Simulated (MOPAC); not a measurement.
MOPAC input (AM1):

```
AM1 PRECISE GNORM=0.05 LET XYZ CHARGE=-1 GEO-OK AUX(PRECISION=9) THREADS=1
CH6BO2Si

C    -2.03486300 1    0.04237300 1    0.31563000 1
Si   -0.60133000 1   -1.03539600 1    0.05072100 1
B     0.86235000 1    0.38553800 1   -0.12279600 1
O     2.17261800 1    0.33137800 1   -0.59077000 1
O     0.39833200 1    1.57990000 1    0.31838800 1
H    -2.40106000 1    0.54849600 1   -0.58467800 1
H    -2.87373500 1   -0.36718100 1    0.88315600 1
H    -0.44530300 1   -2.08499600 1   -1.05689500 1
H    -0.32404200 1   -1.88621300 1    1.26583100 1
H     2.35843600 1   -0.56168000 1   -0.89145200 1
H    -0.56583800 1    1.37495900 1    0.57319500 1
```

Output:

```
 *******************************************************************************
 **                                                                           **
 **                              MOPAC v23.2.5                                **
 **                                                                           **
 *******************************************************************************
 ** MOPAC's Digital Object Identifier: https://doi.org/10.5281/zenodo.6511958 **
 **                                                                           **
 ** Please cite the open-source release paper for use of this MOPAC version:  **
 ** J. E. Moussa and J. J. P. Stewart (2026)                                  **
 ** MOPAC: An open-source semiempirical molecular orbital program             **
 ** J. Open Source Softw., 11(119), 8025, https://doi.org/10.21105/joss.08025 **
 *******************************************************************************

                              AM1 CALCULATION RESULTS

 *******************************************************************************
 *  AM1        - The AM1 Hamiltonian to be used
 *  GEO-OK     - OVERRIDE INTERATOMIC DISTANCE AND OTHER SAFETY CHECKS
 *
 *
 *
 *                 CHARGE ON SYSTEM = -1
 *
 *
 *
 *  LET        - OVERRIDE SOME SAFETY CHECKS
 *  PRECISE    - TIGHTER CRITERIA TO BE USED
 *  XYZ        - CARTESIAN COORDINATE SYSTEM TO BE USED
 *  GNORM      - EXIT WHEN GRADIENT NORM DROPS BELOW 0.050
 *  AUX        - OUTPUT AUXILIARY INFORMATION
 *******************************************************************************
AM1 PRECISE GNORM=0.05 LET XYZ CHARGE=-1 GEO-OK AUX(PRECISION=9) THREADS=1
 CH6BO2Si

   ATOM   CHEMICAL          X               Y               Z
  NUMBER   SYMBOL      (ANGSTROMS)     (ANGSTROMS)     (ANGSTROMS)

     1       C         -2.03486300  *   0.04237300  *   0.31563000  *
     2      Si         -0.60133000  *  -1.03539600  *   0.05072100  *
     3       B          0.86235000  *   0.38553800  *  -0.12279600  *
     4       O          2.17261800  *   0.33137800  *  -0.59077000  *
     5       O          0.39833200  *   1.57990000  *   0.31838800  *
     6       H         -2.40106000  *   0.54849600  *  -0.58467800  *
     7       H         -2.87373500  *  -0.36718100  *   0.88315600  *
     8       H         -0.44530300  *  -2.08499600  *  -1.05689500  *
     9       H         -0.32404200  *  -1.88621300  *   1.26583100  *
    10       H          2.35843600  *  -0.56168000  *  -0.89145200  *
    11       H         -0.56583800  *   1.37495900  *   0.57319500  *

          CARTESIAN COORDINATES

    NO.       ATOM           X           Y           Z

     1         C         -2.0349      0.0424      0.3156
     2        Si         -0.6013     -1.0354      0.0507
     3         B          0.8624      0.3855     -0.1228
     4         O          2.1726      0.3314     -0.5908
     5         O          0.3983      1.5799      0.3184
     6         H         -2.4011      0.5485     -0.5847
     7         H         -2.8737     -0.3672      0.8832
     8         H         -0.4453     -2.0850     -1.0569
     9         H         -0.3240     -1.8862      1.2658
    10         H          2.3584     -0.5617     -0.8915
    11         H         -0.5658      1.3750      0.5732

  H: (AM1): M.J.S. DEWAR ET AL, J. AM. CHEM. SOC. 107 3902-3909 (1985)
  B: (AM1): M.J.S. DEWAR ET AL, ORGANOMETALLICS, 7, 513-521 (1988)
  C: (AM1): M.J.S. DEWAR ET AL, J. AM. CHEM. SOC. 107 3902-3909 (1985)
  O: (AM1): M.J.S. DEWAR ET AL, J. AM. CHEM. SOC. 107 3902-3909 (1985)
 Si: (AM1): M.J.S.DEWAR, C. JIE, ORGANOMETALLICS, 6, 1486-1490 (1987).

           Empirical Formula: C H6 O2 Si B  =    11 atoms

      MOLECULAR POINT GROUP   :   C1

      RHF CALCULATION, NO. OF DOUBLY OCCUPIED LEVELS = 15

          Geometry optimization using EF

          DIAGONAL MATRIX USED AS START HESSIAN

 CYCLE:     1  GRAD.:   115.152 HEAT: -126.5997
 CYCLE:     2  GRAD.:   124.100 HEAT: -137.9503
 CYCLE:     3  GRAD.:   126.672 HEAT: -143.9380
 CYCLE:     4  GRAD.:   259.919 HEAT: -124.3228
 CYCLE:     5  GRAD.:   114.889 HEAT: -143.4592
 CYCLE:     6  GRAD.:   268.088 HEAT: -132.7193
 CYCLE:     7  GRAD.:   415.485 HEAT: -109.0331
 CYCLE:     8  GRAD.:   209.128 HEAT: -136.7305
 CYCLE:     9  GRAD.:   204.967 HEAT: -129.0050
 CYCLE:    10  GRAD.:   207.010 HEAT: -137.9247
 CYCLE:    11  GRAD.:   171.556 HEAT: -142.8201
 CYCLE:    12  GRAD.:   301.913 HEAT: -127.1702
 CYCLE:    13  GRAD.:   179.009 HEAT: -136.6425
 CYCLE:    14  GRAD.:   102.883 HEAT: -145.3788
 CYCLE:    15  GRAD.:   176.906 HEAT: -145.0448
 CYCLE:    16  GRAD.:   239.124 HEAT: -135.0285
 CYCLE:    17  GRAD.:   186.890 HEAT: -137.2195
 CYCLE:    18  GRAD.:    57.447 HEAT: -150.0212
 CYCLE:    19  GRAD.:    72.545 HEAT: -149.7440
 CYCLE:    20  GRAD.:    27.516 HEAT: -151.8216
 CYCLE:    21  GRAD.:    14.670 HEAT: -152.1079
 CYCLE:    22  GRAD.:     5.181 HEAT: -152.2894
 CYCLE:    23  GRAD.:     7.288 HEAT: -152.4737
 CYCLE:    24  GRAD.:    17.493 HEAT: -152.8685
 CYCLE:    25  GRAD.:    16.838 HEAT: -153.1894
 CYCLE:    26  GRAD.:     9.660 HEAT: -153.4981
 CYCLE:    27  GRAD.:    11.478 HEAT: -153.6526
 CYCLE:    28  GRAD.:    10.192 HEAT: -153.7840
 CYCLE:    29  GRAD.:    10.624 HEAT: -153.9454
 CYCLE:    30  GRAD.:    12.865 HEAT: -153.9748
 CYCLE:    31  GRAD.:     5.427 HEAT: -154.0549
 CYCLE:    32  GRAD.:     2.777 HEAT: -154.0728
 CYCLE:    33  GRAD.:     1.295 HEAT: -154.0816
 CYCLE:    34  GRAD.:     1.322 HEAT: -154.0865
 CYCLE:    35  GRAD.:     0.680 HEAT: -154.0898
 CYCLE:    36  GRAD.:     0.474 HEAT: -154.0907
 CYCLE:    37  GRAD.:     0.518 HEAT: -154.0915
 CYCLE:    38  GRAD.:     0.459 HEAT: -154.0922
 CYCLE:    39  GRAD.:     0.301 HEAT: -154.0927
 CYCLE:    40  GRAD.:     0.293 HEAT: -154.0931
 CYCLE:    41  GRAD.:     0.577 HEAT: -154.0942
 CYCLE:    42  GRAD.:     0.625 HEAT: -154.0950
 CYCLE:    43  GRAD.:     1.153 HEAT: -154.0977
 CYCLE:    44  GRAD.:     1.004 HEAT: -154.0997
 CYCLE:    45  GRAD.:     2.315 HEAT: -154.1080
 CYCLE:    46  GRAD.:     1.064 HEAT: -154.1123
 CYCLE:    47  GRAD.:     0.470 HEAT: -154.1139
 CYCLE:    48  GRAD.:     0.405 HEAT: -154.1148
 CYCLE:    49  GRAD.:     0.519 HEAT: -154.1153
 CYCLE:    50  GRAD.:     1.125 HEAT: -154.1168
 CYCLE:    51  GRAD.:     0.846 HEAT: -154.1182
 CYCLE:    52  GRAD.:     0.533 HEAT: -154.1201
 CYCLE:    53  GRAD.:     0.472 HEAT: -154.1221
 CYCLE:    54  GRAD.:     0.559 HEAT: -154.1238
 CYCLE:    55  GRAD.:     0.819 HEAT: -154.1260
 CYCLE:    56  GRAD.:     0.816 HEAT: -154.1280
 CYCLE:    57  GRAD.:     0.482 HEAT: -154.1298
 CYCLE:    58  GRAD.:     0.362 HEAT: -154.1302
 CYCLE:    59  GRAD.:     0.277 HEAT: -154.1306
 CYCLE:    60  GRAD.:     0.236 HEAT: -154.1307
 CYCLE:    61  GRAD.:     0.221 HEAT: -154.1308
 CYCLE:    62  GRAD.:     0.097 HEAT: -154.1308
 CYCLE:    63  GRAD.:     0.052 HEAT: -154.1308
 CYCLE:    64  GRAD.:     0.050 HEAT: -154.1308
 CYCLE:    65  GRAD.:     0.027 HEAT: -154.1309

     GRADIENT =  0.02718 IS LESS THAN CUTOFF =  0.05000

 -------------------------------------------------------------------------------
 AM1 PRECISE GNORM=0.05 LET XYZ CHARGE=-1 GEO-OK AUX(PRECISION=9) THREADS=1
 CH6BO2Si

     GEOMETRY OPTIMISED USING EIGENVECTOR FOLLOWING (EF).
     SCF FIELD WAS ACHIEVED

                              AM1 CALCULATION
                                                       MOPAC v23.2.5 Linux

          FINAL HEAT OF FORMATION =       -154.13085 KCAL/MOL =    -644.88348 KJ/MOL

          COSMO AREA              =        126.89 SQUARE ANGSTROMS
          COSMO VOLUME            =        116.71 CUBIC ANGSTROMS

          GRADIENT NORM           =          0.02718          =       0.00819 PER ATOM
          IONIZATION POTENTIAL    =          2.129063 EV
          HOMO LUMO ENERGIES (EV) =         -2.129  6.285
          NO. OF FILLED LEVELS    =         15
          MOLECULAR WEIGHT        =         88.9527         POINT GROUP:  Cs

          MOLECULAR DIMENSIONS (Angstroms)

            Atom       Atom       Distance
            H    10    H     7     5.10764
            O     5    H     8     3.69577
            H     6    H     9     2.79467

          SCF CALCULATIONS        =         66

   ATOM   CHEMICAL          X               Y               Z
  NUMBER   SYMBOL      (ANGSTROMS)     (ANGSTROMS)     (ANGSTROMS)

     1       C         -2.17119003  *  -0.35612202  *   0.29765886  *
     2      Si         -0.66519878  *  -0.88616913  *  -0.05406777  *
     3       B          0.77654146  *   0.38171400  *  -0.07600595  *
     4       O          2.12461275  *   0.20035321  *  -0.33966862  *
     5       O          0.66948959  *   1.73031223  *   0.18211468  *
     6       H         -2.88115622  *   0.00960247  *  -0.44593025  *
     7       H         -2.58117904  *  -0.30152151  *   1.30742897  *
     8       H         -0.44325755  *  -1.41748527  *  -1.41480574  *
     9       H         -0.04685815  *  -1.82835348  *   0.90147881  *
    10       H          2.17032447  *  -0.73950836  *  -0.51448350  *
    11       H         -0.26972471  *   1.82383381  *   0.35992691  *

                             CARTESIAN COORDINATES

   1    C       -2.171190033    -0.356122019     0.297658863
   2   Si       -0.665198779    -0.886169130    -0.054067774
   3    B        0.776541459     0.381713999    -0.076005954
   4    O        2.124612753     0.200353211    -0.339668618
   5    O        0.669489592     1.730312234     0.182114684
   6    H       -2.881156221     0.009602469    -0.445930245
   7    H       -2.581179040    -0.301521506     1.307428967
   8    H       -0.443257548    -1.417485273    -1.414805737
   9    H       -0.046858151    -1.828353476     0.901478810
  10    H        2.170324466    -0.739508360    -0.514483501
  11    H       -0.269724705     1.823833814     0.359926911

           Empirical Formula: C H6 O2 Si B  =    11 atoms

      MOLECULAR POINT GROUP   :   Cs

                  EIGENVALUES
 -33.19981 -31.54251 -21.12851 -16.55129 -13.47856 -11.53298 -10.71425  -9.73301
  -9.69680  -8.43676  -7.44707  -6.68146  -6.15258  -5.72531  -2.12906   6.28521
   6.59504   7.06739   7.81094   8.74939   8.96544  10.16316  10.82884  10.96884
  11.32640  12.26569

              NET ATOMIC CHARGES AND DIPOLE CONTRIBUTIONS

  ATOM NO.   TYPE          CHARGE      No. of ELECS.   s-Pop       p-Pop
    1          C          -1.019522        5.0195     1.28811     3.73141
    2         Si           1.086256        2.9137     0.75744     2.15630
    3          B          -0.263067        3.2631     1.43568     1.82739
    4          O          -0.346524        6.3465     1.85201     4.49451
    5          O          -0.345954        6.3460     1.84969     4.49626
    6          H           0.058491        0.9415     0.94151
    7          H           0.058486        0.9415     0.94151
    8          H          -0.307353        1.3074     1.30735
    9          H          -0.307332        1.3073     1.30733
   10          H           0.181566        0.8184     0.81843
   11          H           0.204952        0.7950     0.79505
 DIPOLE           X         Y         Z       TOTAL
 POINT-CHG.     2.578    -0.528    -0.534     2.685
 HYBRID        -0.263     0.441     0.123     0.528
 SUM            2.314    -0.087    -0.411     2.352

          ATOMIC ORBITAL ELECTRON POPULATIONS

     Atom    s        px        py        pz
    1  C   1.28811   1.16386   1.56129   1.00627
    2 Si   0.75744   0.68818   0.76166   0.70647
    3  B   1.43568   0.73724   0.73666   0.35348
    4  O   1.85201   1.43575   1.24985   1.80891
    5  O   1.84969   1.27758   1.42302   1.79566
    6  H   0.94151
    7  H   0.94151
    8  H   1.30735
    9  H   1.30733
   10  H   0.81843
   11  H   0.79505

 **********************
 *                    *
 * JOB ENDED NORMALLY *
 *                    *
 **********************

 == MOPAC DONE ==
```

The dipole moment of an ion depends on the origin.

The geometry given is a B3LYP-D3(BJ)/def2-TZVP minimum.
